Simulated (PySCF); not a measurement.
**Correlation energy of As (arsenic, neutral)**

Starting occupation: [Ar] 3d10 4s1 4p3 5s1, 4s1/2 with m_j = +1/2, 4p3/2 with m_j = -1/2, +1/2, +3/2, 5s1/2 with m_j = +1/2. All numbers are calculated (PySCF 2.14, X2C-1e with screened-nucleus spin-orbit coupling, Gaussian nucleus, in x2c-SVPall-2c with one added diffuse shell each of s, p, d type (6s7p4d, 47 functions)). Frozen: [Ne]; 23 electrons correlated.

MP2 pair energies summed by pair of shells (mhartree):

```
 pair   energy  share (%)
3d-3d  -119.00       42.1
3d-3p   -84.95       30.1
3p-3p   -22.56        8.0
4p-4p   -13.71        4.9
3d-4p   -13.29        4.7
3d-3s    -8.92        3.2
4p-5s    -6.77        2.4
3p-3s    -4.06        1.4
3p-4p    -2.70        1.0
3d-4s    -2.11        0.7
4p-4s    -1.96        0.7
3s-3s    -0.75        0.3
3p-4s    -0.55        0.2
3s-4p    -0.36        0.1
3d-5s    -0.31        0.1
4s-5s    -0.21        0.1
3s-4s    -0.10        0.0
3p-5s    -0.07        0.0
3s-5s    -0.01        0.0
```

Total MP2 correlation energy: -282.40 mhartree.

The GHF reference relaxed away from the jj start to a determinant that is no pure jj level (⟨S²⟩ = 8.75, ⟨J²⟩ = 8.75); the energies belong to that determinant.

This basis was not built for core-valence correlation, so the inner-shell part is incomplete.
